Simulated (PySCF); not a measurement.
Computed shifts of a molecule CH8GeOSi, KT2/pcSseg-1 (PySCF), GIAO, gas phase, atoms alike by connectivity averaged where their shifts nearly agree, in ppm (number of nuclei): ²⁹Si: -6.3 (1). ¹³C: 2.0 (1). ¹H: 5.57 (3), 5.47 (2), 0.68 (3). References: ²⁹Si against TMS (σ = 361.9 ppm); ¹³C against TMS (σ = 185.1 ppm); ¹⁷O against H2O (σ = 330.4 ppm); ⁷³Ge against GeH4 (σ = 1669.3 ppm); ¹H against TMS (σ = 31.47 ppm), references at their B3LYP-D3(BJ)/def2-TZVP geometries, non-relativistic. Geometry optimised at TPSSh-D3(BJ)/def2-SVP. Other conformers were not sampled.

**Question.** Which molecule gave these data?
(A) O[SiH2][CH2][GeH3]
(B) [SiH3]O[CH2][GeH3]
(C) C[SiH2][O][GeH3]
(D) [CH3][GeH2][SiH2]O

**Answer.** C, C[SiH2][O][GeH3]
